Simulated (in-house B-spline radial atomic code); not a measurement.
K⁸⁺. Computed with a B-spline radial atomic code. Model: all-electron spherical atom, spin shells full or empty, radial basis limit, no spin-orbit coupling, Breit or QED, empty-state partial waves extrapolated as (l+1/2)^-4, RPA, G0W0 and static COHSEX of the highest shell as one setting changes (uncorrelated shells keep exact exchange).

In a row where one electron alone is correlated, RPA and GW hold only self-correlation.

Given: element K; charge 8; filled core Ne; hamiltonian one-electron scalar X2C; mean-field start PBE0; highest l of empty states 9; nuclear rms radius 3.4349 fm; highest mean-field shell 3s up.

Shell: 3s 1 0 (electrons up and down).

| lowest nl shells left uncorrelated | RPA correlation energy (hartree) | G0W0 level (eV) | G0W0 minus most complete (meV) | COHSEX level (eV) |
| --- | --- | --- | --- | --- |
| 0 | -0.671 | -177.21 | 0 | -179.27 |
| 1 | ? | ? | ? | ? |
| 2 | ? | ? | ? | ? |
| 3 | -0.032983 | -176.75 | 453.2 | -178.58 |

**Question.** What follows for lowest nl shells left uncorrelated = 2?

**Answer.** RPA correlation energy -0.39053 hartree; G0W0 level -177.24 eV; G0W0 minus most complete -35.7 meV; COHSEX level -179.32 eV.

**Question.** What follows for lowest nl shells left uncorrelated = 1?

**Answer.** RPA correlation energy -0.53702 hartree; G0W0 level -177.2 eV; G0W0 minus most complete 5.8 meV; COHSEX level -179.25 eV.
